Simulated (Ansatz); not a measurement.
`BN([SiH2][SiH3])[SiH2]Cl`, charge 0, multiplicity 1.

Problem. Give a relaxed structure at PBE0-D4/def2-TZVP (the Gaussian-basis code of Ansatz). (Estimate.)

Solution. Computed: 
Z-matrix (Å, degrees):
```
Si
N 1 1.770
Si 1 2.340 2 110.9
H 1 1.486 2 108.7 3 122.7
H 1 1.489 2 106.8 3 -120.2
B 2 1.412 1 118.6 3 -73.6
Si 2 1.734 1 120.3 3 104.5
H 3 1.486 1 110.1 2 -62.4
H 3 1.488 1 109.6 2 57.6
H 3 1.488 1 109.8 2 177.2
H 6 1.200 2 119.2 1 -1.9
H 6 1.198 2 120.2 1 178.2
Cl 7 2.057 2 109.3 1 -61.4
H 7 1.476 2 109.5 1 179.7
H 7 1.479 2 110.4 1 55.2
```
This is one stationary point; other conformers may exist.
